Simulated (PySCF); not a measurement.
## Unknown compound

The spectra below were simulated for a compound C4H11AlCl3N.

¹H NMR (500 MHz, computed): δ 3.95 (br, 2H), 2.60 (s, 9H).

¹³C{¹H} NMR (computed): δ 124.5 (C), 49.1 (CH3, 3C).

Calculated, not measured (PySCF): shieldings: GIAO KT2/pcSseg-1, geometry: PBE0-D3(BJ)/def2-SVP. Single conformer, averaged over atoms made equivalent by symmetry, fast rotation or ring inversion, gas phase, no relativistic terms.

Scale: TMS for ¹H (σ = 31.18 ppm) and ¹³C (σ = 183.22 ppm) (reference shieldings calculated alike).

Problem. Propose a structure and justify it.

Solution. 
2 carbon signals for 4 carbons: some carbons are equivalent by symmetry or fast rotation. Carbon types of the structure: 1 × C, 3 × CH3, leaving 2 H on heteroatoms. δC 124.5: fully substituted sp3 carbon bonded to Al and 3 Cl; 3 electronegative neighbours deshield it. δC 49.1: methyl carbon bonded to N; the inductive effect lowers its shielding. δH 3.95: hydrogen on an aluminium bonded to C, N. δH 2.60: hydrogen on a methyl carbon bonded to N; its carbon carries N, an electronegative neighbour.

Structure: `C[N+](C)(C)[AlH2-][C](Cl)(Cl)Cl`.

The data come from this structure; uniqueness wasn't tested.

Hydrides on Al or Ga are broadened by the quadrupolar metal nucleus. Carbons that carry Cl, above all several Cl atoms, come out too deshielded, partly because spin–orbit coupling is missing. Shifts are as computed. Against solution values, carbons near 30 ppm lie about +2 ppm off and those near 130 ppm about -5 ppm. Of 1313 compounds with measured shifts, 239 miss one by over three times the rms of a fit or turn the order of signals round; such compounds aren't used in these exercises. Multiplicities follow the n + 1 count of equivalent neighbours, as no J values were calculated; m marks all less simple cases, F and P coupling included.
